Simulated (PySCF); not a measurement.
Cl₄Ga (SMILES [Cl][Ga-]([Cl])([Cl])[Cl]), charge -1, singlet, geometry from GFN2-xTB (such geometries of metal compounds can be far from the true shape) (in this run its highest filled SCF level lies above zero, so its values depend strongly on the basis, on diffuse functions most of all); WB97X/STO-3G (PySCF).

Input for PySCF:
```python
from pyscf import gto, scf, dft

mol = gto.M(
    atom='''
Ga    0.00000000    0.00000000   -0.00000000
Cl    1.71278737   -0.59908363   -1.19330116
Cl    0.65537446    0.49189976    2.01122558
Cl   -0.93767909    1.73912871   -0.90149802
Cl   -1.43048275   -1.63194484    0.08357359
''',
    basis='sto-3g',
    charge=-1,
    verbose=4,
)

mf = dft.RKS(mol)
mf.xc = 'wb97x'
mf.kernel()
```

Task: Write the output that PySCF gives for this input, abridged.

Result: 
```
PySCF version 2.14.0

[INPUT] verbose = 4
[INPUT] num. atoms = 5
[INPUT] num. electrons = 100
[INPUT] charge = -1
[INPUT] spin (= nelec alpha-beta = 2S) = 0
[INPUT] symmetry False subgroup None
[INPUT] Mole.unit = angstrom
[INPUT] Symbol           X                Y                Z      unit          X                Y                Z       unit  Magmom
[INPUT]  1 Ga     0.000000000000   0.000000000000   0.000000000000 AA    0.000000000000   0.000000000000   0.000000000000 Bohr   0.0
[INPUT]  2 Cl     1.712787370000  -0.599083630000  -1.193301160000 AA    3.236699038914  -1.132103986410  -2.255012376526 Bohr   0.0
[INPUT]  3 Cl     0.655374460000   0.491899760000   2.011225580000 AA    1.238478238435   0.929555827139   3.800665520920 Bohr   0.0
[INPUT]  4 Cl    -0.937679090000   1.739128710000  -0.901498020000 AA   -1.771956672831   3.286476957268  -1.703584359638 Bohr   0.0
[INPUT]  5 Cl    -1.430482750000  -1.631944840000   0.083573590000 AA   -2.703220623415  -3.083928797997   0.157931196347 Bohr   0.0

nuclear repulsion = 772.378209509514
number of shells = 28
number of NR pGTOs = 162
number of NR cGTOs = 54
basis = sto-3g
ecp = {}

******** <class 'pyscf.dft.rks.RKS'> ********
method = RKS
initial guess = minao
damping factor = 0
level_shift factor = 0
DIIS = <class 'pyscf.scf.diis.CDIIS'>
diis_start_cycle = 1
diis_space = 8
diis_damp = 0
SCF conv_tol = 1e-09
SCF conv_tol_grad = None
SCF max_cycles = 50
direct_scf = True
direct_scf_tol = 1e-13
XC library pyscf.dft.libxc version 7.1.2
    S. Lehtola, C. Steigemann, M. J. T. Oliveira, and M. A. L. Marques,  SoftwareX 7, 1–5 (2018)
XC functionals = wb97x
    J.-D. Chai and M. Head-Gordon,  J. Chem. Phys. 128, 084106 (2008)
radial grids:
    Treutler-Ahlrichs [JCP 102, 346 (1995); DOI:10.1063/1.469408] (M4) radial grids

becke partition: Becke, JCP 88, 2547 (1988); DOI:10.1063/1.454033
pruning grids: <function nwchem_prune>
grids dens level: 3
symmetrized grids: False
atomic radii adjust function: <function treutler_atomic_radii_adjust>
small_rho_cutoff = 0
Set gradient conv threshold to 3.16228e-05
Initial guess from minao.
tot grids = 96424
init E= -3720.00100087356
  HOMO = -0.659319473948639  LUMO = -0.286919112893971  gap/eV = 10.13353
cycle= 1 E= -3723.23513695855  delta_E= -3.23  |g|= 0.335  |ddm|= 2.87
  HOMO = 0.332943125785087  LUMO = 0.388930049501663  gap/eV = 1.52348
cycle= 2 E= -3723.25537997275  delta_E= -0.0202  |g|= 0.524  |ddm|= 2.22
  HOMO = 0.0765901356505003  LUMO = 0.36119545367051  gap/eV = 7.74451
cycle= 3 E= -3723.33146052706  delta_E= -0.0761  |g|= 0.0411  |ddm|= 0.971
  HOMO = 0.0411900032745799  LUMO = 0.362026008363327  gap/eV = 8.73039
cycle= 4 E= -3723.33280132012  delta_E= -0.00134  |g|= 0.0211  |ddm|= 0.155
  HOMO = 0.0151137303777034  LUMO = 0.360878967515885  gap/eV = 9.40875
cycle= 5 E= -3723.33293596022  delta_E= -0.000135  |g|= 0.00344  |ddm|= 0.0432
  HOMO = 0.0194087939468254  LUMO = 0.361296297556415  gap/eV = 9.30323
cycle= 6 E= -3723.33293918996  delta_E= -3.23e-06  |g|= 0.000555  |ddm|= 0.00614
  HOMO = 0.0189486882361677  LUMO = 0.361244197600097  gap/eV = 9.31434
cycle= 7 E= -3723.3329393231  delta_E= -1.33e-07  |g|= 6.47e-05  |ddm|= 0.00134
  HOMO = 0.0189052152420131  LUMO = 0.361242060048492  gap/eV = 9.31546
cycle= 8 E= -3723.33293932454  delta_E= -1.45e-09  |g|= 6.09e-06  |ddm|= 0.000133
  HOMO = 0.0188966651660358  LUMO = 0.361241059957737  gap/eV = 9.31567
cycle= 9 E= -3723.33293932464  delta_E= -9.73e-11  |g|= 3.26e-06  |ddm|= 5.53e-05
  HOMO = 0.0188974198358836  LUMO = 0.361241142529466  gap/eV = 9.31565
Extra cycle  E= -3723.33293932465  delta_E= -1.18e-11  |g|= 2.55e-06  |ddm|= 2.27e-05
converged SCF energy = -3723.33293932465
```
